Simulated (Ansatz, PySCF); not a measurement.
The pair A = H2O (SMILES O) (first 3 atoms), B = AsH3 (SMILES [AsH3]); geometry from B3LYP-D3(BJ)/def2-TZVP.
(charge 0, multiplicity 1):
```xyz
7

O     -0.0488     0.6324    -0.5999
H     -0.9101     0.3057    -0.8787
H     -0.0010     0.4395     0.3458
As     0.2318    -0.4549     2.8788
H     -0.1980     0.2350     4.1649
H      1.6460    -0.6984     3.3822
H     -0.2586    -1.8168     3.3483
```

Frozen-core correlation. Filled d and f shells under p-block atoms count as core. Rows in 6-31G* carry no dispersion term and start afresh at each structure (6-31G* with six Cartesian d functions); the Pople sets are all-electron and without relativity. MP2/6-31G* freezes PySCF's default core, which leaves 3d correlated.

Programs: Ansatz (Gaussian basis) for Hartree–Fock, density functionals and correlated methods; PySCF for 6-31G* rows. 

Total energies (hartree), monomers frozen at their geometry in the pair:

| structure | B3LYP/def2-TZVPPD | MP2/6-31G* | MP2/aug-cc-pVDZ |
|---|---|---|---|
| AB | -2314.1835096 | -2312.0936282 | -2312.2959458 |
| A in the pair's basis | -76.4694429 | -76.1979179 | -76.2612320 |
| B in the pair's basis | -2237.7118082 | -2235.8942248 | -2236.0321974 |
| A | -76.4694247 | -76.1967822 | -76.2608662 |
| B | -2237.7116422 | -2235.8934507 | -2236.0313917 |

Problem. Work out the interaction energy without and with the counterpoise correction, and the superposition error, for each level.

Solution. 
E(AB) − E(A) − E(B), times 627.509 kcal/mol, with the monomers in their own basis and then in the pair's basis:
- B3LYP/def2-TZVPPD: -1.53 uncorrected, -1.42 corrected; the monomers gain 0.12 kcal/mol from borrowed functions
- MP2/6-31G*: -2.13 uncorrected, -0.93 corrected; the monomers gain 1.20 kcal/mol from borrowed functions
- MP2/aug-cc-pVDZ: -2.31 uncorrected, -1.58 corrected; the monomers gain 0.74 kcal/mol from borrowed functions

Ansatz is a quantum-chemistry and plane-wave program.
